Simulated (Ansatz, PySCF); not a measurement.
B2H6O4Si, SMILES OB(O)[SiH2]B(O)O. Atoms are numbered in the order given.

```xyz
13

B     -1.6197    -0.2233    -0.0437
O     -1.6670     1.0199    -0.5937
O     -2.7600    -0.9607     0.0342
Si     0.1489    -0.9583     0.6714
B      1.5886     0.3041    -0.0417
O      2.9292     0.1009    -0.1717
O      1.1078     1.5240    -0.4625
H     -0.7952     1.4533    -0.6233
H     -3.5161    -0.4771    -0.3336
H      0.4341    -2.3759     0.2771
H      0.1819    -0.9255     2.1713
H      3.2184    -0.7698     0.1253
H      1.8037     2.1077    -0.8040
```

The structure is a stationary point at B3LYP-D3(BJ)/def2-SVP. The structure was generated by enumeration, and PubChem lists no compound with its InChIKey, so it may never have been made. One conformer was computed; it need not be the lowest.

Two levels are set side by side: PBE-D3(BJ)/def2-SVP (Ansatz, an electronic-structure program) and B3LYP-D3(BJ)/def2-SVP (Ansatz). Each level has its own optimised geometry; the coordinates shown are those of the second. Frequencies come from the Hessian of PySCF at each geometry. Differences are taken from unrounded values.

```csv
quantity,B3LYP-D3(BJ),PBE-D3(BJ),PBE-D3(BJ) minus B3LYP-D3(BJ)
mean bond length (Å),1.369,1.377,0.008
bond B1–O2 (Å),1.360,1.369,0.008
bond B1–O3 (Å),1.360,1.368,0.008
bond B1–Si4 (Å),2.044,2.047,0.003
bond Si4–B5 (Å),2.043,2.045,0.001
bond B5–O6 (Å),1.362,1.370,0.008
bond B5–O7 (Å),1.377,1.386,0.009
bond O2–H8 (Å),0.974,0.985,0.011
bond O3–H9 (Å),0.970,0.979,0.009
bond Si4–H10 (Å),1.499,1.511,0.013
bond Si4–H11 (Å),1.501,1.514,0.013
bond O6–H12 (Å),0.964,0.973,0.009
bond O7–H13 (Å),0.970,0.979,0.009
highest harmonic wavenumber (cm⁻¹),3871,3761,-110
mean harmonic wavenumber (cm⁻¹),1150,1115,-35
zero-point energy (kcal/mol),54.26,52.62,-1.64
```

GGA bonds tend to be longer and softer than those of functionals with exact exchange. Differences between two approximate levels are no errors against the true value.
